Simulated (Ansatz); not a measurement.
Method: Ansatz (a first-principles code) with PBE0-D3(BJ)/def2-TZVP. No frequencies were computed at this level.

Ansatz 0.2 input:
```yaml
crystal:
  periodic: [false, false, false]
  atoms:
    - { symbol: C, position_ang: [2.218122, 0.125894, 0.2113] }
    - { symbol: C, position_ang: [1.201152, 0.364217, -0.38146] }
    - { symbol: S, position_ang: [-0.223275, 0.704579, -1.22208] }
    - { symbol: C, position_ang: [-1.401282, -0.158863, -0.12643] }
    - { symbol: H, position_ang: [3.106053, -0.082393, 0.729222] }
    - { symbol: H, position_ang: [-1.360916, 0.279176, 0.866348] }
    - { symbol: H, position_ang: [-2.385721, -0.017026, -0.561293] }
    - { symbol: H, position_ang: [-1.154136, -1.215583, -0.089297] }
basis:
  gaussian: { orbitals: def2-tzvp }
hamiltonian:
  xc: pbe0
  dispersion: d3bj
relax:
  max_steps: 150
```

Output:

```
Functional definition: PBE0
987 factors; their error is unknown
mean field evaluation 1: about -13994.7706 eV, gradient 6.0e1 eV
mean field evaluation 2: about -13989.0829 eV, gradient 7.3e1 eV
mean field evaluation 4: about -14002.9568 eV, gradient 9.7e0 eV
mean field evaluation 8: about -14003.1743 eV, gradient 1.1e-1 eV
mean field evaluation 16: about -14003.1977 eV, gradient 1.1e-4 eV
mean field -14003.19771311 eV, -514.6080242485 hartree, gradient 1.8e-5 eV, S^2 0.000000; 0 other end points of the search recorded, 0 dependent functions left out
reference -14003.19774043 eV, -514.6080252524 hartree; 19, 19 occupied and 135, 135 virtual orbitals, 987 factors
relax step   1: F+E_penalty+E_count = -14003.33528541 eV  Δ(F+E_penalty+E_count) = +0.000e0 eV  max|allowed force component| = 6.834e-1 eV/Å  Δτ_max = 0.0000 Å  (29 SCF iters, accepted)
these checks for a lower state are left out or cut short: starts, cluster_reference, orbital_swaps, neighbouring_geometries, increment
987 factors; their error is unknown
mean field -14003.21026734 eV, -514.6084856078 hartree, gradient 2.2e-5 eV, S^2 0.000000; 0 other end points of the search recorded, 0 dependent functions left out
reference -14003.21029474 eV, -514.6084866147 hartree; 19, 19 occupied and 135, 135 virtual orbitals, 987 factors
relax step   2: F+E_penalty+E_count = -14003.34737712 eV  Δ(F+E_penalty+E_count) = -1.209e-2 eV  max|allowed force component| = 2.541e-1 eV/Å  Δτ_max = 0.0339 Å  (32 SCF iters, accepted)
these checks for a lower state are left out or cut short: starts, cluster_reference, orbital_swaps, neighbouring_geometries, increment
987 factors; their error is unknown
mean field evaluation 32: about -14003.2136 eV, gradient 2.2e-5 eV
mean field -14003.21359068 eV, -514.6086077383 hartree, gradient 2.2e-5 eV, S^2 0.000000; 0 other end points of the search recorded, 0 dependent functions left out
reference -14003.21361810 eV, -514.6086087460 hartree; 19, 19 occupied and 135, 135 virtual orbitals, 987 factors
relax step   3: F+E_penalty+E_count = -14003.35069739 eV  Δ(F+E_penalty+E_count) = -3.320e-3 eV  max|allowed force component| = 5.589e-2 eV/Å  Δτ_max = 0.0172 Å  (32 SCF iters, accepted)
these checks for a lower state are left out or cut short: starts, cluster_reference, orbital_swaps, neighbouring_geometries, increment
987 factors; their error is unknown
mean field -14003.21404481 eV, -514.6086244272 hartree, gradient 2.2e-5 eV, S^2 0.000000; 0 other end points of the search recorded, 0 dependent functions left out
reference -14003.21407224 eV, -514.6086254355 hartree; 19, 19 occupied and 135, 135 virtual orbitals, 987 factors
relax step   4: F+E_penalty+E_count = -14003.35100195 eV  Δ(F+E_penalty+E_count) = -3.046e-4 eV  max|allowed force component| = 5.596e-2 eV/Å  Δτ_max = 0.0095 Å  (33 SCF iters, accepted)
these checks for a lower state are left out or cut short: starts, cluster_reference, orbital_swaps, neighbouring_geometries, increment
987 factors; their error is unknown
mean field -14003.21468358 eV, -514.6086479016 hartree, gradient 2.2e-5 eV, S^2 0.000000; 0 other end points of the search recorded, 0 dependent functions left out
reference -14003.21471102 eV, -514.6086489103 hartree; 19, 19 occupied and 135, 135 virtual orbitals, 987 factors
relax step   5: F+E_penalty+E_count = -14003.35149789 eV  Δ(F+E_penalty+E_count) = -4.959e-4 eV  max|allowed force component| = 9.943e-3 eV/Å  Δτ_max = 0.0195 Å  (32 SCF iters, accepted)
987 factors; their error is unknown
mean field evaluation 64: about -14003.2147 eV, gradient 2.4e-3 eV
mean field -14003.21468358 eV, -514.6086479016 hartree, gradient 2.2e-5 eV, S^2 0.000000; 1 other end points of the search recorded, 0 dependent functions left out
reference -14003.21471102 eV, -514.6086489103 hartree; 19, 19 occupied and 135, 135 virtual orbitals, 987 factors
Total energy: -14003.35152533 eV, -514.6136767434 hartree
Atom 0 at     2.250373     0.133690     0.206089 Å, force     0.007588     0.002756    -0.002628 eV/Å
Atom 1 at     1.205236     0.348026    -0.355291 Å, force    -0.003743     0.001239    -0.002752 eV/Å
Atom 2 at    -0.211063     0.681253    -1.182939 Å, force     0.002464    -0.006022     0.009943 eV/Å
Atom 3 at    -1.415023    -0.158949    -0.129267 Å, force     0.000086     0.004373    -0.006821 eV/Å
Atom 4 at     3.173392    -0.054863     0.700746 Å, force    -0.002045    -0.001442     0.001786 eV/Å
Atom 5 at    -1.411746     0.271864     0.870540 Å, force    -0.000070     0.000760    -0.000691 eV/Å
Atom 6 at    -2.386672     0.005233    -0.596311 Å, force    -0.004276    -0.001962     0.002148 eV/Å
Atom 7 at    -1.204500    -1.226254    -0.087258 Å, force    -0.000004     0.000298    -0.000985 eV/Å
Dipole moment:    -0.223283    -0.158557     0.199697 e Å
```

Cost: roughly 21 core-seconds.
